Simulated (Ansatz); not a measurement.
Reaction (atomization): `N[Si]1(Br)[O][AlH]1` → Al• + Br• + 3 H• + N• + O• + Si•

Gas-phase electronic energies from Ansatz, PBE0-D4/def2-TZVP geometries. CCSD(T)/CBS adds triple-zeta CCSD(T) − MP2 to the extrapolated MP2 energy (def2 sets, frozen cores). This one scheme is used for every species, atoms too. DFT in def2-TZVPP. B3LYP here is the variant with VWN-RPA as its local correlation; programs differ in this. No spin–orbit coupling; open shells (•) take unrestricted orbitals. Spin–orbit coupling would lower the free atoms: a little for Al, O, Si; clearly for Br. Bonds to Br are less sure, by a few kJ/mol each and by 10 to 20 or more in all where they break to atoms, as the def2 sets lack core-valence functions. Scalar relativity is left out up to krypton. One conformer a species, not always the lowest.

```csv
level,ΔE (eV)
LDA (SPW92),32.30
B3LYP-D4,27.70
r2SCAN0-D4,27.34
ωB97X-V,28.06
LC-ωPBE,27.65
HF/def2-SVP,18.12
CCSD(T)/def2-TZVPP,26.91
HF/def2-QZVPP,18.78
```

Problem. What does CCSD(T)/CBS give? (An estimate is asked.)

Solution. The calculation gave: +28.08 eV. The listed levels differ from it by 4.22, -0.38, -0.74, -0.02, -0.43, -9.96, -1.17, -9.30 eV.

Largest T1 diagnostic among the species: 0.018.

The D4 term adds +0.39 eV with B3LYP and +0.20 eV with PBE0; it sums over pairs of atoms, weighted by their polarisabilities, and B3LYP, whose exchange is more repulsive, gets the larger term. From r2SCAN to r2SCAN0 (25 % exact exchange), in def2-TZVPP and without D4, ΔE moves by −0.74 eV: exact exchange takes away binding that semilocal exchange gives to molecules.

For atomizations the MP2-based limit and the directly extrapolated one differ by several kJ/mol either way, and by 10 to 25 for some Ge, Se and Sn compounds, so smaller differences from it don't rank the levels.
